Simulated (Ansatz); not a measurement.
Cost and result up the ladder for (I2In-mu-NH2)2 (In₂I₄N₂H₄) (12 atoms). Total charge 0; singlet. Geometry: r2SCAN-D4/def2-SVP.

```xyz
12

In    0.1089    0.4090   -1.5927
I    -2.0167   -0.0882   -3.1473
I     2.3967    1.5211   -2.4364
N     0.5389   -1.3389   -0.3069
In   -0.1100   -0.4094    1.5925
I     2.0124    0.0849    3.1526
I    -2.4004   -1.5208    2.4299
N    -0.5368    1.3396    0.3073
H     0.0021   -2.1745   -0.5584
H     1.5249   -1.6175   -0.3108
H    -1.5221    1.6206    0.3117
H     0.0021    2.1740    0.5587
```

Ansatz on 4 threads of Intel Xeon Platinum 8259CL on a shared host. Times are rough, and most runs start from the orbitals of an earlier one. r2SCAN0-D4/def2-TZVP serves as the yardstick here, not as an exact answer. Differences are given only for rows in sets of like size (and for xTB, whose basis is part of the method), since another set adds its own error. Binding counts from free atoms at the same level (In doublet, I doublet, N quartet, H doublet; other spins of the atoms weren't run), without zero-point energy or a counterpoise term.

In the def2 sets I, In take a core potential; there is no spin–orbit coupling. Correlated methods freeze 26 core orbitals; core or outer-core shells of In, I are correlated, in sets that lack core-valence functions. The rows differ in basis, and correlated rows in double-zeta sets carry the largest basis error.

Correlated methods converge slowly with the basis, most of all in double-zeta sets.

| level | functions | wall time | binding energy per atom (eV) | difference from r2SCAN0-D4/def2-TZVP (eV) |
| --- | --- | --- | --- | --- |
| PBE-D4/def2-SVP | 204 | 3.6 s | 2.89 | – |
| PBE-D4/def2-TZVP | 386 | 8 s | 2.89 | 0.10 |
| PBE0-D4/def2-SVP | 204 | 9 s | 2.84 | – |
| MP2/def2-SVP | 204 | 9.5 s | 2.72 | – |
| r2SCAN-D4/def2-TZVP | 386 | 15 s | 2.84 | 0.05 |
| r2SCAN0-D4/def2-TZVP | 386 | 31 s | 2.79 | 0.00 |
| PBE0-D4/def2-TZVP (with forces) | 386 | 39 s | 2.84 | 0.05 |
